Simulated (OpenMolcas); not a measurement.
## Pr2+: from CASSCF to CASPT2

```json
{
 "Program": "OpenMolcas",
 "Basis": "ANO-R2 [8s6p3d3f1g]",
 "Scalar Hamiltonian": "X2C, finite nucleus",
 "Active space": "3 electrons in 7 orbitals (4f)",
 "State averaging": "2S+1 = 4 odd, 35 roots; 2S+1 = 2 odd, 112 roots (105 in the spin-orbit step)",
 "Spin-orbit coupling": "RASSI with atomic mean-field integrals over the reference wave functions, term energies averaged over their components"
}
```

Methods on the same reference wave functions:
A. CASSCF
B. SS-CASPT2, IPEA 0.25 Eh, imaginary shift 0.1 Eh (closed shells correlated: 5s 5p)
C. MS-CASPT2, IPEA 0.25 Eh, imaginary shift 0.1 Eh (closed shells correlated: 5s 5p)

Energies in cm-1 above 4f3 4I* 9/2, the measured ground level; measured values from Martin, Zalubas and Hagan, Atomic Energy Levels: The Rare-Earth Elements, NSRDS-NBS 60 (1978); the list in Maison, Palmeri and Quinet, J. Phys. B 58, 015001 (2025).

```csv
Level,A,B,C,Measured
4f3 4I* 9/2,0.0,0.0,0.0,0.0
4f3 4I* 11/2,1467,1489,1489,1398
4f3 4I* 13/2,3075,3100,3100,2893
4f3 4I* 15/2,4789,4800,4800,4454
4f3 4F* 3/2,13489,10610,10560,9371
4f3 2H* 9/2(1) [65 %],13550,11660,11660,10033
4f3 4F* 5/2,14271,11420,11380,10138
4f3 4S* 3/2,14991,12630,12930,10950
4f3 4F* 7/2,15046,12230,12190,10859
4f3 4F* 9/2,15901,13250,13220,11762
4f3 2H* 11/2(1),15993,14310,14310,12495
4f3 2G* 7/2(1),18569,15950,15950,
4f3 2K* 13/2,20390,17590,17590,16089
4f3 4G* 5/2,20505,17770,17770,14187
4f3 2G* 9/2(1) [71 %],20644,18100,18090,
4f3 4G* 7/2,21608,18880,18880,15443
4f3 2K* 15/2,22036,19240,19240,17642
4f3 4G* 9/2,22789,20060,20060,15705
4f3 4G* 11/2,23912,21180,21180,17410
4f3 2P* 1/2,25293,19290,19290,
4f3 2D* 5/2(1),25505,21490,21490,19046
4f3 2I* 11/2,32089,28590,28590,24358
4f3 2L* 15/2,32717,29250,29250,
4f3 2I* 13/2,32973,29530,29530,25392
```

Deviations, from unrounded energies. A percentage is the sum of absolute deviations over the sum of measured energies, with the sign that they share, or ± where signs differ.

| Against measurement | Levels | A | B | C |
| --- | --- | --- | --- | --- |
| mean absolute deviation (cm-1) | 19 | 4500 | 2100 | 2100 |
| fine structure of the ground term (%) | 3 | +6.7 | +7.4 | +7.4 |
| other terms of the ground configuration (%) | 16 | +34.9 | +16.4 | +16.5 |

B, C lie about equally close to measurement and A furthest from it. The largest miss of B in the table is 4f3 4G* 9/2, by +4400 cm-1. The ranking rests on the paired levels alone, and a cruder setting can come out closer through cancelling errors.

Between B and C the level of the table that moves most is 4f3 4S* 3/2, by 300 cm-1 (lowest in B, highest in C). Moves below CASPT2's spread within the term are not significant.

The two smallest mean deviations differ by little beside CASPT2's spread within terms, so their order carries little weight.

From A to B the spin-free energies of the other terms of 4f3 shown, above 4I*, scale by factors of 0.73 to 0.89, as is usual when dynamic correlation screens the repulsion within a d or f shell.

The lowest spin-free term lies below A's lowest term by 0.254 hartree in B, 0.254 hartree in C.

CASPT2 breaks the degeneracy within a term, and the mean is taken; among the terms shown or strongly mixed into the levels shown the widest spread is 2600 cm-1 (4f3 4G*, C). Over all roots computed the reference weight is 0.84 to 0.92 in B, 0.84 to 0.92 in C; the roots of lowest weight are the least certain, and an intruder state may touch them. High states are left out of the spin-orbit mixing, which shifts the levels that they would mix with. Without dynamic correlation excited terms often stand tens of per cent too high (terms of higher spin than the ground term too low), and those without a measured partner can miss by more than the paired ones (holds for A). Some levels mix across a computed gap that differs much from the measured one, so their mixing is not that of the real levels (holds for A). The CASPT2 spread within a term exceeds the gap to the next term for 4f3 4F* and 4f3 4S*, 4f3 4S* and 4f3 2H*(1), 4f3 2P* and 4f3 4G* and others, so the order of their levels is uncertain, and so are names and mixing where such terms share a J (holds for B; C). Some terms miss by over 15 % even with CASPT2, which points to a basis or an active space too small for the shells correlated (holds for B; C). Blocks of more than 70 roots (2S+1 = 2 odd) ran without multistate coupling (holds for C). Measured partners are found by configuration, term and J. A level has none where our copy of the source lacks it or the pairing is in doubt (some pairs that miss far off the trend of their configuration count as doubtful), and it then counts in no deviation. Only configurations of the active space appear. Levels that lie high or do not pair safely by name in every column are left out.

A share in square brackets marks a mixed level and gives the weight of the term that names it, the lowest over the columns. A number in round brackets counts repeated terms of one configuration in the order of the reference energies. * marks odd parity.
